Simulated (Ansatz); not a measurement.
`[CH3][Ge]([CH3])([F])[F]`, 11 atoms. Total charge 0; spin multiplicity 1. Correlated methods include outer-core shells of Ge, which these sets cover unevenly. Scalar relativity is left out up to krypton. All runs use 4 threads of a server CPU on a shared host. Correlated methods freeze the cores.

**Question.** Give the basis size and wall time and peak host memory of each of these runs in Ansatz. RHF-CCSD(T)/def2-SVP energy; RKS r2SCANh-D4/def2-TZVPP energy; RHF-MP2/def2-QZVPP energy; direct RPA on PBE orbitals/def2-TZVPP energy; RKS PBE0-D4/def2-TZVP frequencies; RKS revPBE-D4/def2-TZVPP energy; RKS ωB97M-V/def2-QZVPP energy; RKS r2SCAN0-D4/def2-TZVPP energy; RKS PBE0-D4/def2-TZVP relaxation (8 steps); RKS ωB97M-V/def2-TZVPP energy and forces; RKS PBE0-D4/def2-QZVPP energy; RKS PBE0-D4/def2-SVP energy. (Best estimate.)

**Answer.** The calculation gave: Other jobs shared the machine, so times are rough.

```tsv
level	job	functions	wall time	peak host memory (GiB)
RKS PBE0-D4/def2-SVP	energy	118	3.2 s	0.28
RKS revPBE-D4/def2-TZVPP	energy	256	4.4 s	0.34
RKS r2SCAN0-D4/def2-TZVPP	energy	256	7.5 s	0.74
RKS r2SCANh-D4/def2-TZVPP	energy	256	9 s	0.73
direct RPA on PBE orbitals/def2-TZVPP	energy	256	12 s	0.62
RKS ωB97M-V/def2-TZVPP	energy and forces	256	17 s	0.99
RHF-CCSD(T)/def2-SVP	energy	118	21 s	0.72
RKS PBE0-D4/def2-QZVPP	energy	497	22 s	2
RKS ωB97M-V/def2-QZVPP	energy	497	31 s	2.4
RHF-MP2/def2-QZVPP	energy	497	55 s	3.2
RKS PBE0-D4/def2-TZVP	relaxation (8 steps)	208	61 s	0.63
RKS PBE0-D4/def2-TZVP	frequencies	208	7 min	0.64
```
